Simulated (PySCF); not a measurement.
Start geometry of `CCC/N=C(\C)CC` from a GFN2-xTB structure with every atom displaced at random (by about 0.01 Å) (Å):
```
atom  x, y, z in Å
C1     2.8129    0.4500   -0.7723
C2     2.6572   -0.0311    0.6533
C3     1.2961   -0.7171    0.8679
N4     0.2992    0.2594    0.7462
C5    -0.9540   -0.0737    0.7312
C6    -1.4829   -1.4683    0.8584
C7    -1.9565    1.0267    0.5786
C8    -2.5664    0.9980   -0.8258
H9     1.9528    1.1339   -0.9875
H10    3.7151    1.0286   -0.8992
H11    2.7772   -0.3604   -1.4682
H12    2.7401    0.8184    1.3490
H13    3.4412   -0.7167    0.8744
H14    1.1787   -1.5309    0.1596
H15    1.2842   -1.1724    1.8801
H16   -1.0843   -1.9244    1.7718
H17   -1.1381   -2.0576    0.0103
H18   -2.5734   -1.4844    0.9025
H19   -1.4729    1.9792    0.7363
H20   -2.7777    0.9165    1.3320
H21   -3.3277    1.7920   -0.9417
H22   -3.0741    0.0232   -1.0111
H23   -1.7994    1.1346   -1.5934
```

Q: What comes out of this run: PySCF 2.14.0, PBE0-D3(BJ)/def2-SVP geometry optimisation, gas phase?

A: 
```
atom  x, y, z in Å
C1     2.8589    0.5110   -0.8574
C2     2.7055   -0.0636    0.5408
C3     1.3326   -0.6774    0.7750
N4     0.2961    0.3180    0.6594
C5    -0.9273   -0.0213    0.7401
C6    -1.3995   -1.4378    0.9522
C7    -1.9787    1.0471    0.5974
C8    -2.7831    0.9121   -0.6922
H9     2.0646    1.2483   -1.0486
H10    3.8315    1.0085   -0.9906
H11    2.7778   -0.2767   -1.6247
H12    2.8574    0.7326    1.2889
H13    3.4770   -0.8288    0.7315
H14    1.1725   -1.5053    0.0535
H15    1.3013   -1.1493    1.7772
H16   -0.9647   -1.8534    1.8760
H17   -1.0653   -2.0905    0.1289
H18   -2.4930   -1.5070    1.0241
H19   -1.4634    2.0175    0.6290
H20   -2.6610    0.9989    1.4653
H21   -3.5439    1.7035   -0.7672
H22   -3.3072   -0.0550   -0.7529
H23   -2.1249    0.9919   -1.5709
```

The energy falls by 0.202 eV over 9 energy and gradient evaluations, the largest force component goes from 0.0557 to 4.0e-04 Eh/bohr, and the atoms move by 0.137 Å rms after alignment. The bond that changes most is C3–N4 (sp3 carbon bound to nitrogen to imine nitrogen), which lengthens by 0.041 Å. Bonds longer at the end by more than 0.005 Å: 13 of 22; shorter: 7. Among the angles that change most is H10–C1–H11, from 111.0° to 107.7°. Rotational constants go from 3375, 1028, 884.6 to 3502, 983.7, 852.9 MHz. The orientation of the end geometry is arbitrary; only internal coordinates are fixed.

The run used 187 basis functions and 58 SCF cycles in all.

No PBE0-D3(BJ)/def2-SVP frequencies stand behind this structure, so it isn't proved a minimum. The numbers are those of one conformer.
